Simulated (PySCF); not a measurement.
Cu⁺: ionisation energy

Cu⁺ [Ar] 3d10 → Cu²⁺ [Ar] 3d9 [3d3/2^4 3d5/2^5, M_J = 5/2], as a difference of total energies. All numbers are calculated (PySCF 2.14, the two-component X2C-1e Hamiltonian, in x2c-TZVPall-2c (6s7p4d1f, 54 functions)). Correlated levels: [Ne] frozen; the 6 highest virtual spinors dropped. "Screened" scales the spin-orbit matrix elements by Boettger's factors to mimic the two-electron term; Breit and QED terms are absent.

```json
{"method": "GHF (spin-free)", "ionisation energy (eV)": "17.290"}
{"method": "GMP2 (spin-free)", "ionisation energy (eV)": "21.091"}
{"method": "GHF (screened spin-orbit)", "ionisation energy (eV)": "17.182"}
{"method": "GMP2 (screened spin-orbit)", "ionisation energy (eV)": "20.982"}
```

Q: How much does correlation contribute at GMP2 (screened spin-orbit)?

A: 20.982 − (17.182) = 3.800 eV, measured against GHF (screened spin-orbit).

Errors of the correlated levels include the incompleteness of this basis and the frozen core.

For comparison: 20.292 eV (measured; NIST Atomic Spectra Database, ionization energies).
